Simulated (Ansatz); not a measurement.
`C[C@H]1[O][Ge@@H]1[F]` → `C[C](=O)[GeH2][F]`  (isomerisation)

Computed with Ansatz on PBE0-D4/def2-TZVP structures; ΔE is electronic, products minus reactants. CCSD(T)/CBS is the MP2 limit (def2-TZVPP, def2-QZVPP) plus CCSD(T) − MP2 in def2-TZVPP, frozen cores. DFT in def2-TZVPP. For Ge outer-core shells are correlated without core-valence functions, which leaves a few kJ/mol of doubt a bond. Scalar relativity is left out up to krypton. One conformer a species, not always the lowest.

```tsv
species	PBE-D4 energy (Eh)
`C[C@H]1[O][Ge@@H]1[F]`	-2330.81209
`C[C](=O)[GeH2][F]`	-2330.83239
```

Work out ΔE.

ΔE = (-2330.83239) − (-2330.81209) = -0.02030 Eh = -12.7 kcal/mol. CCSD(T)/CBS gives -11.9 kcal/mol.

Largest T1 diagnostic among the species: 0.014.

In def2-TZVPP, CCSD(T) changes the Hartree–Fock value by +10.0 kcal/mol (the triples alone add +1.2 kcal/mol) and MP2 by +12.3 kcal/mol.
